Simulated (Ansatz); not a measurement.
Consider the atomization: `[CH2]1[AlH][O][SiH2][SiH2]1` → Al• + C• + 7 H• + O• + 2 Si•.

Computed with Ansatz on PBE0-D4/def2-TZVP structures; ΔE is electronic, products minus reactants. CCSD(T)/CBS is the MP2 limit (def2-TZVPP, def2-QZVPP) plus CCSD(T) − MP2 in def2-TZVPP, frozen cores. This one scheme is used for every species, atoms too. DFT in def2-TZVPP. HSE06 is defined as in plane-wave codes. Open shells (•) are unrestricted, without spin–orbit coupling. Spin–orbit coupling would lower the free atoms: a little for Al, C, O, Si.

`[CH2]1[AlH][O][SiH2][SiH2]1`:

Z-matrix (Å, degrees):
```
Si
Si 1 2.364
Al 1 2.935 2 69.7
O 1 1.655 2 99.3 3 -4.0
H 1 1.491 2 114.4 3 113.3
H 1 1.489 2 114.9 3 -121.6
C 2 1.888 1 99.6 3 -13.3
H 2 1.490 1 116.2 3 -136.0
H 2 1.492 1 109.9 3 101.3
H 3 1.577 1 148.2 2 -165.3
H 7 1.092 2 113.1 1 147.1
H 7 1.099 2 108.7 1 -94.6
```

| level | ΔE (kJ/mol) |
| --- | --- |
| LDA (SPW92) | 4639.9 |
| r2SCAN-D4 | 4173.1 |
| HSE06-D4 | 4123.6 |
| B2PLYP | 4098.1 |
| r2SCAN | 4165.5 |
| HF/def2-SVP | 3103.0 |
| CCSD(T)/def2-SVP | 3884.7 |
| HF/def2-QZVPP | 3134.6 |

Task: What does CCSD(T)/CBS give? (Estimate.)

Result: Ansatz gave: +4170.6 kJ/mol. The listed levels differ from it by 469.3, 2.5, -47.0, -72.5, -5.1, -1067.6, -285.9, -1036.0 kJ/mol.

Largest T1 diagnostic among the species: 0.018.

At CCSD(T), def2-SVP lies −285.9 kJ/mol from the extrapolated value and def2-TZVPP −112.8 kJ/mol: correlation converges slowly with the basis, and small sets miss more of it in the bonded molecule than in its fragments. The D4 term adds +52.5 kJ/mol with B3LYP and +27.5 kJ/mol with PBE0; it sums over pairs of atoms, weighted by their polarisabilities, and B3LYP, whose exchange is more repulsive, gets the larger term.

B3LYP here is the variant with VWN-RPA as its local correlation; programs differ in this.

For atomizations the MP2-based limit and the directly extrapolated one differ by several kJ/mol either way, and by 10 to 25 for some Ge, Se and Sn compounds, so smaller differences from it don't rank the levels.
